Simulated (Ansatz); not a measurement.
Mulliken charges of `[O]=[Mo](=[O])=[O]` from ωB97M-V/def2-TZVPP in Ansatz (PBE0-D4/def2-TZVP geometry).

```tsv
atom	x (Å)	y (Å)	z (Å)	charge (e)
O1	-0.968	-0.150	1.263	-0.525
Mo2	-0.138	-0.337	-0.200	1.574
O3	1.507	-0.608	0.089	-0.525
O4	-0.345	1.034	-1.171	-0.525
```

Task: By hand: the dipole of these point charges (1 e Å = 4.8032 D).

Result: Σ q r = (-0.319, -0.675, -0.410) e Å, of length 0.852 e Å = 4.09 D.

Task: How does the dipole of the full density compare? (Estimate.)

Result: The calculation gave: (-0.394, -0.833, -0.506) e Å, 5.05 D; the point charges give 0.81 times that, at 0° from its direction.

Point charges leave out the atoms' own dipoles, such as those of lone pairs, and Mulliken's split depends on the basis, so the two needn't agree.
